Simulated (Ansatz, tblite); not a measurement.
Cost and result up the ladder for (CuH)3 ring (Cu₃H₃) (6 atoms). Total charge 0; singlet. Geometry: PBE-D4/def2-SVP.

```tsv
atom	x (Å)	y (Å)	z (Å)
Cu1	-0.4731	0.2200	1.2348
H2	-1.0381	-1.3233	0.8647
Cu3	-0.2629	-1.1580	-0.6220
H4	0.6672	-0.3104	-1.7421
Cu5	0.7360	0.9380	-0.6128
H6	0.3708	1.6337	0.8774
```

Ansatz on 4 threads of Intel Xeon on a shared host; xTB runs through tblite on one thread. Times are rough, summed over both states, and most runs start from the orbitals of an earlier one. PBE0-D4/def2-TZVP serves as the yardstick here, not as an exact answer. The other state is a doublet.

The xTB rows come from tblite. Correlated methods freeze 27 core orbitals. In CCSD on the charge 1 doublet the largest single amplitude is 0.31, so its Hartree–Fock determinant may place the open shell otherwise than the density functionals do. HOMO above LUMO, or a gap near zero within one spin, warns that the state may not be the lowest or that an electron is smeared out.

Run but left out: HF/def2-TZVP, MP2/def2-TZVP (charge +1 doublet: a determinant that CCSD turns far, T1 0.074).

Correlated methods converge slowly with the basis.

Raw xTB energies of ions are shifted by several eV.

| level | functions | wall time | vertical IE (eV) | difference from PBE0-D4/def2-TZVP (eV) | remarks |
| --- | --- | --- | --- | --- | --- |
| GFN2-xTB | 30 | 0.022 s | 12.97 | 4.44 | – |
| GFN1-xTB | 33 | 0.037 s | 13.88 | 5.35 | – |
| PBE-D4/def2-TZVP | 153 | 19 s | 8.31 | -0.21 | gap within one spin near zero (+1 doublet) |
| PBE0-D4/def2-TZVP | 153 | 33 s | 8.53 | 0.00 | – |
| r2SCAN-D4/def2-TZVP (with forces) | 153 | 43 s | 8.23 | -0.30 | – |
| CCSD(T)/def2-TZVP | 153 | 3.9 min | 8.73 | 0.20 | large T1 (0.074) (+1 doublet) |
